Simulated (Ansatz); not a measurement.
H4SeSiTe (`[SeH][SiH2][TeH]`), relaxed with RKS PBE0-D4/def2-TZVP in the Gaussian-basis code of Ansatz from a PBE-D4/def2-SVP geometry. The force threshold is 0.005 eV/Å; the program also tests the step.

The species carries charge 0 and has multiplicity 1. Te takes the def2 core potential.

Start:

```xyz
7

Se    0.700   -1.069    1.487
Si    0.226   -0.053   -0.524
Te   -2.271    0.167   -0.731
H     2.116   -0.606    1.466
H     0.937    1.270   -0.596
H     0.611   -0.882   -1.720
H    -2.319    1.172    0.618
```

Question: By how much does the energy fall, and how many steps does the optimiser take? (An estimate is asked.)

Answer: The calculation gave: 0.03 eV, in 10 steps, 2 of them rejected.

Question: Which bonds change most? (An estimate is asked.)

Answer: The calculation gave: Si2–Te3 from 2.514 to 2.485 Å; Te3–H7 from 1.683 to 1.658 Å; Se1–Si2 from 2.302 to 2.278 Å; Si2–H5 from 1.505 to 1.483 Å.

Question: Give the relaxed structure. (Estimate.)

Answer: The calculation gave: 
```xyz
7

Se    0.699   -1.033    1.484
Si    0.220   -0.042   -0.511
Te   -2.249    0.149   -0.714
H     2.122   -0.664    1.419
H     0.894    1.278   -0.585
H     0.628   -0.871   -1.672
H    -2.315    1.182    0.580
```
